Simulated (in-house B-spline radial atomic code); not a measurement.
A run on Ge (an excited or competing configuration) that did not converge. Method: non-relativistic B97-1, spin-polarised, spherical fractional occupations, point nucleus; computed with a B-spline radial code for spherical atoms.

Command:
```bash
python run_scf.py task.json out
```
Settings:
```
Z                32
configuration    [Ar] 3d10 4s2 4p1 5d1
hamiltonian      nr
method           b97_1
spin_polarised   True
```

First and last ten iterations of the last attempt (damped for 15 steps, keeping 80 % of the old Fock matrix, then DIIS):
```
 iter        energy (Eh)    residual
    1       -2075.850914    4.12e-01
    2       -2076.229473    1.25e-01
    3       -2076.473636    6.76e-02
    4       -2076.551006    4.14e-02
    5       -2076.574647    2.90e-02
    6       -2076.581885    2.08e-02
    7       -2076.584197    1.51e-02
    8       -2076.585001    1.12e-02
    9       -2076.585316    8.44e-03
   10       -2076.585458    6.38e-03
  111       -2076.585691    2.65e-05
  112       -2076.585691    2.87e-05
  113       -2076.585691    4.89e-05
  114       -2076.585692    5.85e-05
  115       -2076.585692    8.13e-05
  116       -2076.585693    1.51e-04
  117       -2076.585694    2.26e-04
  118       -2076.585691    4.15e-05
  119       -2076.585691    2.94e-05
  120       -2076.585691    2.90e-05
 not converged after 120 iterations
```

The smallest residual met was 2.6e-05; the threshold is about 3e-07. Over the last five steps the energy moves by less than 7e-06 hartree, but the orbitals didn't meet the threshold. Run time, properties included: 2.8 s on 1 thread of Arm Neoverse V2, with other jobs on the host.
